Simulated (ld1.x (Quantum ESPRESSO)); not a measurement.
Reading a pseudo-wave (S)

Columns: radius, all-electron u(r) and pseudo u(r) of the 3p shell (level -6.98 eV) of sulfur in the configuration [Ne] 3s2 3p4; PBEsol, scalar-relativistic, TM scheme, ld1.x (Quantum ESPRESSO) 7.5.

| r (bohr) | all-electron | pseudo |
| --- | --- | --- |
| 0.062 | 0.0832 | -0.0039 |
| 0.125 | 0.2096 | -0.0157 |
| 0.188 | 0.2968 | -0.0348 |
| 0.250 | 0.3302 | -0.0597 |
| 0.312 | 0.3177 | -0.0895 |
| 0.375 | 0.2701 | -0.1236 |
| 0.438 | 0.1991 | -0.1600 |
| 0.500 | 0.1157 | -0.1971 |
| 0.562 | 0.0260 | -0.2346 |
| 0.625 | -0.0665 | -0.2729 |
| 0.688 | -0.1566 | -0.3116 |
| 0.750 | -0.2404 | -0.3504 |
| 0.812 | -0.3181 | -0.3904 |
| 0.875 | -0.3899 | -0.4325 |
| 0.938 | -0.4542 | -0.4761 |
| 1.000 | -0.5101 | -0.5194 |
| 1.062 | -0.5587 | -0.5616 |
| 1.125 | -0.6009 | -0.6014 |
| 1.188 | -0.6361 | -0.6361 |
| 1.250 | -0.6644 | -0.6644 |
| 1.312 | -0.6869 | -0.6869 |
| 1.375 | -0.7043 | -0.7043 |
| 1.438 | -0.7167 | -0.7167 |
| 1.500 | -0.7246 | -0.7246 |
| 1.562 | -0.7286 | -0.7286 |
| 1.625 | -0.7292 | -0.7292 |

Task: How many radial nodes do the two functions have?

Result: The all-electron 3p function has n − l − 1 = 1; the pseudo-wave has 0, since the states of the same l below it are removed with the core.

Task: At about which radius was the pseudo-wave matched?

Result: 1.25 bohr, where the columns begin to agree (steps of 0.06 bohr).

Task: Is the pseudo-wave norm-conserving?

Result: Yes: the TM scheme keeps the norm inside the radius equal to the all-electron one, which fixes the energy derivative of the logarithmic derivative at the level.
